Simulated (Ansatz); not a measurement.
BiF₃⁻. Charge -1, multiplicity 2. Geometry PBE-D4/def2-TZVP, that of the neutral singlet.

```xyz
4

Bi   -0.704    0.167    0.272
F    -0.100   -1.750    0.088
F    -0.148    0.752   -1.578
F     0.951    0.830    1.219
```

In the def2 sets Bi takes a core potential; there is no spin–orbit coupling. At PBE-D4/def2-TZVPD, r2SCAN-D4/def2-TZVPD, PBE0-D4/def2-TZVPD the highest occupied level of the charge -1 doublet lies above zero (up to 2.31 eV). By energy differences its removal costs 0.12 eV (vertical, to the charge 0 singlet, at PBE-D4/def2-TZVPD); a positive level beside a positive removal energy at the same level points to self-interaction error. The structure comes from a short search, and lower isomers may exist.

Task: Estimate the α-spin orbital energies around the gap (eV) in Ansatz with PBE-D4/def2-TZVPD, r2SCAN-D4/def2-TZVPD, PBE0-D4/def2-TZVPD.

Result: 
```json
{"orbital": "HOMO−5", "PBE-D4/def2-TZVPD": "-4.09", "r2SCAN-D4/def2-TZVPD": "-4.49", "PBE0-D4/def2-TZVPD": "-6.05"}
{"orbital": "HOMO−4", "PBE-D4/def2-TZVPD": "-3.93", "r2SCAN-D4/def2-TZVPD": "-4.33", "PBE0-D4/def2-TZVPD": "-5.81"}
{"orbital": "HOMO−3", "PBE-D4/def2-TZVPD": "-3.83", "r2SCAN-D4/def2-TZVPD": "-4.23", "PBE0-D4/def2-TZVPD": "-5.75"}
{"orbital": "HOMO−2", "PBE-D4/def2-TZVPD": "-3.74", "r2SCAN-D4/def2-TZVPD": "-4.15", "PBE0-D4/def2-TZVPD": "-5.66"}
{"orbital": "HOMO−1", "PBE-D4/def2-TZVPD": "-3.17", "r2SCAN-D4/def2-TZVPD": "-3.48", "PBE0-D4/def2-TZVPD": "-4.68"}
{"orbital": "HOMO", "PBE-D4/def2-TZVPD": "2.31", "r2SCAN-D4/def2-TZVPD": "2.20", "PBE0-D4/def2-TZVPD": "1.59"}
{"orbital": "LUMO", "PBE-D4/def2-TZVPD": "2.51", "r2SCAN-D4/def2-TZVPD": "2.75", "PBE0-D4/def2-TZVPD": "3.22"}
{"orbital": "LUMO+1", "PBE-D4/def2-TZVPD": "2.69", "r2SCAN-D4/def2-TZVPD": "2.96", "PBE0-D4/def2-TZVPD": "3.41"}
{"orbital": "LUMO+2", "PBE-D4/def2-TZVPD": "3.51", "r2SCAN-D4/def2-TZVPD": "3.99", "PBE0-D4/def2-TZVPD": "4.06"}
{"orbital": "LUMO+3", "PBE-D4/def2-TZVPD": "4.97", "r2SCAN-D4/def2-TZVPD": "5.52", "PBE0-D4/def2-TZVPD": "5.49"}
{"orbital": "LUMO+4", "PBE-D4/def2-TZVPD": "5.07", "r2SCAN-D4/def2-TZVPD": "5.70", "PBE0-D4/def2-TZVPD": "5.60"}
{"orbital": "LUMO+5", "PBE-D4/def2-TZVPD": "5.77", "r2SCAN-D4/def2-TZVPD": "6.21", "PBE0-D4/def2-TZVPD": "6.42"}
{"orbital": "β HOMO", "PBE-D4/def2-TZVPD": "-2.98", "r2SCAN-D4/def2-TZVPD": "-3.26", "PBE0-D4/def2-TZVPD": "-4.30"}
{"orbital": "β LUMO", "PBE-D4/def2-TZVPD": "2.76", "r2SCAN-D4/def2-TZVPD": "3.17", "PBE0-D4/def2-TZVPD": "3.49"}
```
